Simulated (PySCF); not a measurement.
Isomers of C2H6Si. Gas-phase values, no solvent. Strings in code marks are SMILES.

These are B3LYP-D3(BJ)/def2-TZVP (PySCF) values and carry that method's errors. B3LYP has the VWN-RPA correlation part, as in Gaussian. 

| species | HOMO (eV) | dipole moment (D) | LUMO (eV) |
|---|---|---|---|
| `CC=[SiH2]` | -5.96 | 0.20 | -1.21 |
| `C=[SiH]C` | -6.02 | 1.67 | -0.84 |
| `C=C[SiH3]` | -7.76 | 0.73 | (withheld) |
| `C1C[SiH2]1` | (withheld) | 0.05 | – |

Question: Fill in the missing entries.

Answer: 
- `C=C[SiH3]`, LUMO (eV): -0.69
- `C1C[SiH2]1`, HOMO (eV): -6.73
